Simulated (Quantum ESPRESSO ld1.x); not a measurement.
All-electron atom: Hg II in [Xe] 4f14 5d9.75 6s1 6p0.25 (fractional occupations, a model configuration). All-electron calculation, Dirac Kohn-Sham, exchange-only PBE, spin-unpolarised, spherical densities, point nucleus; open shells are shared between the two j in proportion to 2j + 1. Program: ld1.x of Quantum ESPRESSO 7.5.

Radial electron density D(r) = 4 pi r^2 rho(r):

```
   r/bohr * D(r) (the largest magnitude, 149, reaches the edge; | marks zero)
0.0007481 |  *
 0.001072 |    *
 0.001525 |       *
 0.002185 |           *
 0.003107 |                  *
 0.004418 |                          *
 0.006333 |                                   *
 0.009005 |                                         *
  0.01291 |                                          *
  0.01835 |                                      *
   0.0263 |                                      *
   0.0374 |                                                *
  0.05361 |                                                      *
  0.07623 |                                             *
   0.1084 |                                             *
   0.1554 |                                                  *
   0.2209 |                               *
   0.3166 |                               *
   0.4502 |                            *
   0.6453 |            *
   0.9176 |       *
    1.315 |    *
     1.87 | *
    2.659 |*
    3.811 *
    5.419 *
    7.768 *
```

D(r) has 4 maxima, at r = 0.0112, 0.0511, 0.142, 0.369 bohr, and minima at 0.0221, 0.0909, 0.261 bohr, inside which lie 2.04, 11.02, 30.10 electrons.
